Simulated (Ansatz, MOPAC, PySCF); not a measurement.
Isomers of C2H8Si: 1 is C[SiH2]C, 2 is CC[SiH3]; one conformer of each (the lowest of an xTB search), B3LYP-D3(BJ)/def2-TZVP minima.
Isomer 1 (charge 0, multiplicity 1):
```xyz
11

C      1.5615    -0.2227     0.1348
Si    -0.0524     0.7299     0.0329
C     -1.5146    -0.4302    -0.1642
H      2.4121     0.4523     0.2469
H      1.7210    -0.8167    -0.7677
H      1.5587    -0.9037     0.9887
H     -0.0037     1.6671    -1.1196
H     -0.2270     1.5441     1.2640
H     -1.4183    -1.0273    -1.0736
H     -1.5841    -1.1168     0.6824
H     -2.4532     0.1240    -0.2245
```
Isomer 2 (charge 0, multiplicity 1, Z-matrix in Å and degrees):
```
C
H 1 1.0943
H 1 1.0943 2 106.00
C 1 1.5338 2 110.22 3 -119.25
H 4 1.0919 1 111.49 2 58.35
H 4 1.0921 5 107.54 1 122.31
H 4 1.0921 5 107.54 6 115.38
Si 1 1.8812 2 108.25 3 115.95
H 8 1.4838 1 110.96 2 -57.19
H 8 1.4846 9 108.55 1 121.37
H 8 1.4846 9 108.55 10 117.26
```

No zero-point or thermal terms.

Frozen-core correlation. Rows in LANL2DZ, STO-3G carry no dispersion term and start afresh at each structure. LANL2DZ brings its own core potentials from Na on. The state that PM6 reach isn't checked.

Programs: Ansatz (Gaussian basis) for Hartree–Fock, density functionals and correlated methods; MOPAC for PM6 (differences of heats of formation); PySCF for LANL2DZ rows, STO-3G rows, the dispersion terms. Values without a source in brackets are computed.

```tsv
level	electronic energy of isomer 2 less that of isomer 1 (kcal/mol)
PM6	13.33
HF/STO-3G	12.74
PBE-D3(BJ)/def2-TZVPP	12.63
PBE-D4/def2-TZVPP	12.66
revPBE-D4/def2-TZVPP	12.21
r2SCAN-D4/def2-TZVPP	13.61
B3LYP/LANL2DZ	(withheld)
B2PLYP-D3(BJ)/def2-TZVPP	12.71
SCS-MP2/cc-pV(D+d)Z	(withheld)
```

**Question.** Fill in the missing entries.

**Answer.** 
- B3LYP/LANL2DZ, electronic energy of isomer 2 less that of isomer 1 (kcal/mol): 13.89
- SCS-MP2/cc-pV(D+d)Z, electronic energy of isomer 2 less that of isomer 1 (kcal/mol): 9.49

Ansatz is a quantum-chemistry and plane-wave program.
